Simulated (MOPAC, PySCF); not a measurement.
CH5In, SMILES `[CH3][InH2]`, neutral singlet in the gas phase. 

Cartesian coordinates (Å):
```xyz
7

C     -1.0128    -0.0968     0.0553
In     1.1464     0.1278    -0.0636
H     -1.5198     0.8657     0.0658
H     -1.2794    -0.6428     0.9610
H     -1.3760    -0.6771    -0.7935
H      1.8837     1.7107    -0.0706
H      2.1581    -1.2942    -0.1511
```
Charge 0, multiplicity 1.

All levels are single points at this geometry (M06-2X/def2-TZVP); Pople sets use spherical d functions. Orbital energies aren't observables, and empty levels follow the basis.

| level | HOMO (eV) | LUMO (eV) | gap (eV) | dipole (D) | vertical IE, Delta-SCF (eV) |
|---|---|---|---|---|---|
| B3LYP-D3(BJ)/def2-TZVP in PySCF | -7.34 | -1.86 | 5.48 | 0.68 | 9.68 |
| M06-2X/def2-TZVP in PySCF | -8.60 | -1.12 | 7.47 | 0.57 | 9.77 |
| PBE-D3(BJ)/def2-TZVP in PySCF | -6.41 | -2.30 | 4.11 | 0.72 | – |
| B3LYP/6-311+G** (LANL2DZ on In) in PySCF | -7.36 | -1.65 | 5.70 | 0.46 | – |
| B3LYP/6-31G* (LANL2DZ on In) in PySCF | -7.25 | -1.64 | 5.61 | 0.67 | 9.76 |
| B3LYP/LANL2DZ in PySCF | -7.26 | -1.62 | 5.64 | 0.54 | – |
| BP86/6-31G* (LANL2DZ on In) in PySCF | -6.40 | -2.21 | 4.19 | 0.75 | – |
| PBE/6-31G* (LANL2DZ on In) in PySCF | -6.29 | -2.18 | 4.12 | 0.75 | – |
| HF/6-31G* (LANL2DZ on In) in PySCF | -10.23 | 0.88 | 11.11 | 0.54 | 8.95 |
| AM1 in MOPAC | -10.13 | -1.69 | 8.44 | 0.21 | – |
| PM3 in MOPAC | -11.15 | -3.03 | 8.12 | 1.02 | – |
| PM6 in MOPAC | -10.69 | 2.47 | 13.16 | 0.75 | – |
| PM7 in MOPAC | -10.21 | 1.94 | 12.14 | 0.89 | – |
